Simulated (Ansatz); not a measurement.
One change: `C1[SiH2][Te]1` becomes `[SiH3]C1[SiH2][Te]1`.

Ansatz, PBE0-D4/def2-TZVP geometries, multiplicity 1. 

Elements past krypton have def2 core potentials.

```csv
property,`C1[SiH2][Te]1`
size of the dipole moment (ωB97M-V/def2-TZVPP) / D,1.51
LUMO energy (PBE0/def2-TZVPP) / eV,-1.09
LUMO energy (B3LYP/def2-TZVPP) / eV,-1.29
HOMO energy (PBE0/def2-TZVPP) / eV,-6.15
size of the dipole moment (PBE/def2-TZVPP) / D,1.31
HOMO–LUMO gap (B3LYP/def2-TZVPP) / eV,4.63
```

Give the same properties after the change, and the shifts. (An estimate is asked.)

Computed: 
| property | `[SiH3]C1[SiH2][Te]1` | shift |
| --- | --- | --- |
| size of the dipole moment (ωB97M-V/def2-TZVPP) / D | 1.40 | -0.11 |
| LUMO energy (PBE0/def2-TZVPP) / eV | -1.38 | -0.29 |
| LUMO energy (B3LYP/def2-TZVPP) / eV | -1.56 | -0.27 |
| HOMO energy (PBE0/def2-TZVPP) / eV | -6.26 | -0.11 |
| size of the dipole moment (PBE/def2-TZVPP) / D | 1.16 | -0.15 |
| HOMO–LUMO gap (B3LYP/def2-TZVPP) / eV | 4.47 | -0.16 |

With PBE0 the HOMO falls by 0.11 eV and the LUMO falls by 0.29 eV, so the gap narrows by about 0.18 eV. PBE moves the HOMO by -0.12 eV and ωB97M-V by -0.11 eV. Dipoles are sizes alone; their direction can turn.

B3LYP here is the variant with VWN-RPA as its local correlation; programs differ in this.

Spin–orbit coupling is left out; it splits and shifts lone-pair levels of the heavy atoms by tenths of an eV.
